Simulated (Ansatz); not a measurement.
W₂S₄⁻. Total charge -1; doublet. Geometry PBE-D4/def2-SVPD.

```xyz
6

W    -0.580   -1.266    0.295
W    -0.195    1.396    0.269
S    -1.735    0.212   -1.040
S     1.406    2.449   -0.775
S     0.423   -0.070    1.988
S     0.680   -2.721   -0.737
```

In the def2 sets W takes a core potential; there is no spin–orbit coupling. At PBE-D4/def2-TZVPD, r2SCAN-D4/def2-TZVPD, PBE0-D4/def2-TZVPD, BHLYP-D4/def2-TZVPD and others the charge -1 doublet is spin-contaminated (final ⟨S²⟩ up to 1.71, 0.75 for a pure state). No other spin state of charge -1 was run. The geometry of the doublet was relaxed on an unsound state (⟨S²⟩ 1.39, where a pure state has 0.75). Another isomer (doublet) lies 0.11 eV lower at PBE-D4/def2-TZVPD; other spin states weren't run for this one.

(1) Estimate the α-spin orbital energies around the gap (eV) in Ansatz with PBE-D4/def2-TZVPD, r2SCAN-D4/def2-TZVPD, PBE0-D4/def2-TZVPD, BHLYP-D4/def2-TZVPD, CAM-B3LYP-D4/def2-TZVPD.

Answers

(1) 
```
orbital  PBE-D4/def2-TZVPD  r2SCAN-D4/def2-TZVPD  PBE0-D4/def2-TZVPD  BHLYP-D4/def2-TZVPD  CAM-B3LYP-D4/def2-TZVPD
 HOMO−9              -3.99                 -4.31               -5.20                -6.18                    -6.43
 HOMO−8              -3.87                 -4.16               -5.08                -6.13                    -6.34
 HOMO−7              -3.56                 -3.82               -4.67                -5.57                    -5.88
 HOMO−6              -3.03                 -3.27               -4.12                -5.02                    -5.35
 HOMO−5              -2.94                 -3.18               -4.05                -5.00                    -5.28
 HOMO−4              -2.87                 -3.14               -3.99                -4.88                    -5.20
 HOMO−3              -2.34                 -2.56               -3.31                -4.10                    -4.43
 HOMO−2              -1.92                 -2.16               -2.99                -3.95                    -4.19
 HOMO−1              -1.05                 -1.33               -2.00                -2.87                    -3.11
   HOMO              -0.75                 -1.02               -1.82                -2.82                    -3.02
   LUMO              -0.02                  0.24                0.76                 1.43                     1.54
 LUMO+1               0.31                  0.29                0.94                 1.90                     1.95
 LUMO+2               0.81                  0.95                1.57                 2.47                     2.59
 LUMO+3               0.95                  1.06                1.70                 2.65                     2.74
 LUMO+4               1.18                  1.29                1.94                 2.84                     2.95
 LUMO+5               1.97                  2.21                2.50                 2.96                     3.08
 β HOMO              -0.89                 -1.15               -1.94                -2.82                    -3.11
 β LUMO              -0.01                  0.07                0.70                 1.64                     1.78
```
